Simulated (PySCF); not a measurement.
**Broadened absorption spectrum of C8H13P**

Compound: C8H13P.
InChI=1S/C8H13P/c1-8(2)9-6-4-3-5-7-9/h4-8H,3H2,1-2H3

Computed, not measured: TDDFT CAM-B3LYP/def2-SVPD, vertical, gas phase, core orbitals frozen in the response in PySCF 2.14.0, density-fitted response routines. The structure is a single PBE0-D3(BJ)/def2-SVP conformer in the gas phase; no vibrational or solvent corrections. Torsions of this conformer, `[CH3:1][CH:2]([CH3:3])[P:4]1[CH:5]=[CH:6][CH2:7][CH:8]=[CH:9]1`: C1–C2–P4–C5 -77°.

Broadening: Gaussians 0.25 eV wide at half height, area fixed by f = 4.319×10⁻⁹ ∫ε dν̃. The width is an assumption, not a result. The curve ends short of the highest state used, and states not computed would add to its high-energy end.

| λ (nm) | ε (L mol⁻¹ cm⁻¹) |
| --- | --- |
| 190.3 | 1027 |
| 192.3 | 1381 |
| 194.4 | 2002 |
| 196.4 | 2231 |
| 198.5 | 1798 |
| 200.5 | 1242 |
| 202.6 | 1203 |
| 204.6 | 1800 |
| 206.7 | 2545 |
| 208.8 | 2727 |
| 210.8 | 2343 |
| 212.9 | 2234 |
| 214.9 | 3773 |
| 217.0 | 8400 |
| 219.0 | 15486 |
| 221.1 | 23001 |
| 223.1 | 26467 |
| 225.2 | 24199 |
| 227.2 | 17938 |
| 229.3 | 10591 |
| 231.4 | 5089 |
| 233.4 | 2112 |
| 235.5 | 701 |
| 237.5 | 210 |
| 239.6 | 59 |
| 241.6 | 44 |
| 243.7 | 102 |
| 245.7 | 244 |
| 247.8 | 521 |
| 249.9 | 937 |
| 251.9 | 1408 |
| 254.0 | 1857 |
| 256.0 | 2106 |
| 258.1 | 2094 |
| 260.1 | 1839 |
| 262.2 | 1415 |
| 264.2 | 984 |
| 266.3 | 600 |
| 268.3 | 338 |
| 270.4 | 167 |
| 272.5 | 74 |
| 274.5 | 32 |
| 276.6 | 12 |
| 278.6 | 4 |

Problem. Locate the maxima and give the states behind the curve.

Solution. 257 nm (4.82 eV), ε about 2100, made up of S1 (100%); 223 nm (5.55 eV), ε about 27000, made up of S2 (100%); 208 nm (5.95 eV), ε about 2800, made up of S3 (99%); 196 nm (6.32 eV), ε about 2200, made up of S4 (98%) (ε in L mol⁻¹ cm⁻¹; maxima over ε = 5, shares over 10%). The states used: S1 4.83 eV (f 0.020); S2 5.55 eV (f 0.246); S3 5.96 eV (f 0.025); S4 6.32 eV (f 0.020); S5 6.58 eV (f 0.0063); S6 6.78 eV (f 0.0096); S7 6.84 eV (f 0.015); S8 6.97 eV (f 0.015); S9 7.02 eV (f 0.051); S10 7.12 eV (f 0.0029).

Problem. On this curve, what absorbance would a 10⁻³ mol/L sample give at 248 nm over a 1 cm path?

Solution. 248 nm is 4.999 eV, where ε is about 550 L mol⁻¹ cm⁻¹, so A = ε c l ≈ 0.55 (Beer–Lambert, with the gas-phase spectrum and the assumed width).

Problem. Coming from long wavelengths, where does ε first pass 100 L mol⁻¹ cm⁻¹?

Solution. At about 272 nm (4.56 eV), 0.26 eV below S1.

Problem. What would ε be at 5.55 eV, the highest of these maxima, with half the width (0.125 eV)?

Solution. About 53000 L mol⁻¹ cm⁻¹ against 26500, a factor of about 2.00; a lone state at its own centre would give exactly 2.

The vertical ionisation energy (ΔSCF) is 7.74 eV, 0.62 eV above S10.
